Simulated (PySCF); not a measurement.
Isomers of C8H7F, mass 122.053 u with the commonest isotopes. Computed with PBE0-D3(BJ)/def2-SVP geometry optimisation, gas phase (PySCF). One conformer each, none proved a minimum here; rigid rotors.

**Question.** Order these by rotational constant C, smallest first.
A. `[CH2:1]=[CH:2][c:3]1[cH:4][cH:5][c:6]([F:7])[cH:8][cH:9]1` with C1–C2–C3–C4 180°
B. `[CH2:1]=[CH:2][c:3]1[cH:4][cH:5][cH:6][c:7]([F:8])[cH:9]1` with C1–C2–C3–C4 180°
C. `FC1=C[C@H]2C=C[C@@H]1C=C2`

**Answer.** A (814.0 MHz), B (878.6 MHz), C (1663 MHz).

**Question.** Order these by radius of gyration √(Σ m r²/M), smallest first.
A. `FC1=C[C@H]2C=C[C@@H]1C=C2`
B. `[CH2:1]=[CH:2][c:3]1[cH:4][cH:5][c:6]([F:7])[cH:8][cH:9]1` with C1–C2–C3–C4 180°
C. `[CH2:1]=[CH:2][c:3]1[cH:4][cH:5][cH:6][c:7]([F:8])[cH:9]1` with C1–C2–C3–C4 180°

**Answer.** A (1.791 Å), C (2.171 Å), B (2.255 Å).

**Question.** Order these by rotational constant B, smallest first.
A. `FC1=C[C@H]2C=C[C@@H]1C=C2`
B. `[CH2:1]=[CH:2][c:3]1[cH:4][cH:5][cH:6][c:7]([F:8])[cH:9]1` with C1–C2–C3–C4 180°
C. `[CH2:1]=[CH:2][c:3]1[cH:4][cH:5][c:6]([F:7])[cH:8][cH:9]1` with C1–C2–C3–C4 180°

**Answer.** C (969.9 MHz), B (1260 MHz), A (1683 MHz).

| SMILES | point group | Ia (u·Å²) | Ib (u·Å²) | Ic (u·Å²) | κ | μa (D) | μb (D) | μc (D) |
| --- | --- | --- | --- | --- | --- | --- | --- | --- |
| C=Cc1ccc(F)cc1 | Cs | 99.78 | 521.07 | 620.85 | -0.93 | 1.13 | 0.15 | 0.00 |
| FC1=C[C@H]2C=C[C@@H]1C=C2 | Cs | 178.84 | 300.30 | 303.92 | -0.97 | 1.42 | 0.12 | 0.00 |
| C=Cc1cccc(F)c1 | Cs | 174.09 | 401.10 | 575.18 | -0.62 | 0.85 | 1.05 | 0.00 |
